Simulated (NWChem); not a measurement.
C$_{2}$H$_{7}$S cation; SMILES [SH2+]CC

```xyz
10

C      0.3499    -1.6839     0.0000
C     -0.6648    -0.5614     0.0000
S      0.0497     1.1574     0.0000
H      0.9900    -1.6756    -0.9046
H      0.9900    -1.6756     0.9046
H     -0.2096    -2.6422     0.0000
H     -1.3216    -0.5405    -0.8950
H     -1.3216    -0.5405     0.8950
H      0.9834     1.0144     0.9973
H      0.9834     1.0144    -0.9973
```
Atoms are numbered in this order, from 1.

All runs use the structure optimised with PBE-D3(BJ)/def2-SVP.

Symmetry labels are those of Cs in the frame above (b1 and b2, or b-type labels, depend on it).

List the 6 lowest vertical singlet excitations from LDA (Slater exchange, VWN5)/6-31+G* (spherical d), TDA (NWChem).


```csv
state,energy (eV),oscillator strength,symmetry,leading excitation (squared amplitude)
S1,6.82,0.002,a",HOMO−1 → LUMO (1.00)
S2,7.01,0.005,a',HOMO → LUMO (0.50)
S3,7.05,0.001,a",HOMO → LUMO+1 (0.96)
S4,7.13,0.045,a',HOMO−1 → LUMO+1 (0.49)
S5,7.73,0.008,a',HOMO−2 → LUMO (0.79)
S6,7.83,0.000,a",HOMO−1 → LUMO+2 (0.91)
```
